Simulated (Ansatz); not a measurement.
This geometry of CH2AlF2 (6 atoms, charge 0, multiplicity 2) is a first-order saddle point.

All numbers below come from UKS B3LYP/def2-SVPD (Ansatz).

```xyz
6
Properties=species:S:1:pos:R:3
C -0.465 0.925 -0.188
Al 0.380 -0.756 0.154
F 0.990 -1.164 1.658
F 0.562 -1.926 -1.029
H -1.539 1.103 -0.068
H 0.072 1.819 -0.527
```

(1) Which two structures does it join? (They come from a converged band through this point; their orientation in space is the band's.)

(2) How far does it lie above each of them?

Answers

(1) No bond is made or broken. The dihedral H5–C1–Al2–F4 goes from 0 to 180°. The two ends are copies of one structure, up to a mirror image or an exchange of like atoms.

First end point:

```xyz
6
Properties=species:S:1:pos:R:3
C -0.461 0.918 -0.187
Al 0.380 -0.758 0.154
F 1.457 -0.954 1.419
F 0.076 -2.099 -0.797
H -1.170 1.079 -1.006
H -0.283 1.814 0.417
```

Last end point:

```xyz
6
Properties=species:S:1:pos:R:3
C -0.461 0.919 -0.187
Al 0.380 -0.758 0.154
F 1.457 -0.954 1.419
F 0.076 -2.099 -0.797
H -0.283 1.814 0.417
H -1.170 1.079 -1.006
```

(2) 12.5 kJ/mol above the first and 12.5 kJ/mol above the second. This is the barrier of this one path; another mechanism may lie lower.

Time of the run: 2.6 min on 2 threads of Arm Neoverse V2, on a shared host, peak memory 0.24 GiB.
